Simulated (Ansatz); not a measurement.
# Two structures, one formula

The two ends of one reaction step of SiH₄BrOF, singlet (PBE0-D4/def2-TZVP).

A:

Si1  (-0.968, -0.245, 0.075)
Br2  (3.721, -0.488, -0.564)
H3  (-0.928, -1.155, -1.082)
H4  (-1.887, -0.670, 1.154)
O5  (-1.333, 1.231, -0.500)
H6  (2.450, -0.366, 0.067)
F7  (0.495, -0.244, 0.740)
H8  (-1.550, 1.937, 0.110)
(Å)

B:

```
8
angstrom
Si -0.6114 -0.8512 -0.3012
Br 1.6246 -1.0035 -0.5737
H -1.2340 -1.6037 -1.4046
H -0.8610 -1.4568 1.0248
O -1.0799 0.6967 -0.4155
H 1.6219 1.0820 0.5785
F 1.1531 1.7932 0.9628
H -0.6132 1.3433 0.1289
```

Ansatz 0.2.0; basis: def2-TZVPP; cores frozen in the correlated methods. Filled d shells of the heavier atoms are correlated. The def2 sets are not built for correlating such inner shells, so the correlated values are less sure here. B3LYP uses VWN-RPA correlation.

**Question.** Which structure is lower at CCSD(T), and by how much? (An estimate is asked for; the value comes from the calculation.)

**Answer.** The calculation gives: A, by 8.82 kcal/mol (electronic energy, against the other). By their contacts, A is a complex of SiH₃OF ([OH][SiH2][F]) + HBr and B is a complex of SiH₃BrO ([OH][SiH2][Br]) + HF.

All methods give the same order:

| method | E(B) − E(A) (kcal/mol) |
| --- | --- |
| SPW92 | 2.99 |
| PBE-D4 | 4.44 |
| BLYP-D4 | 7.77 |
| r2SCAN-D4 | 6.87 |
| B97M-V | 9.07 |
| PBE0-D4 | 5.15 |
| B3LYP-D4 | 8.14 |
| r2SCAN0-D4 | 6.83 |
| BHLYP-D4 | 8.99 |
| CAM-B3LYP-D4 | 9.62 |
| wB97X-V | 7.89 |
| wB97M-V | 7.35 |
| B2PLYP | 9.39 |
| PBE-QIDH | 6.67 |
| RPA on PBE | 10.28 |
| HF | 13.53 |
| MP2 | 7.58 |
| CCSD | 9.74 |
| CCSD(T) | 8.82 |

No T1 diagnostic of these runs exceeds 0.010.

Labels in which every atom is bracketed show which atoms are joined, not bond orders.

For scale, one of the runs: CCSD(T)/def2-TZVPP, 208 basis functions (an equivalent command: `ansatz run in.yaml --threads 4`). Time: 96 s of wall clock on 4 CPU threads; the host was shared. Peak host memory: 2.9 GiB.
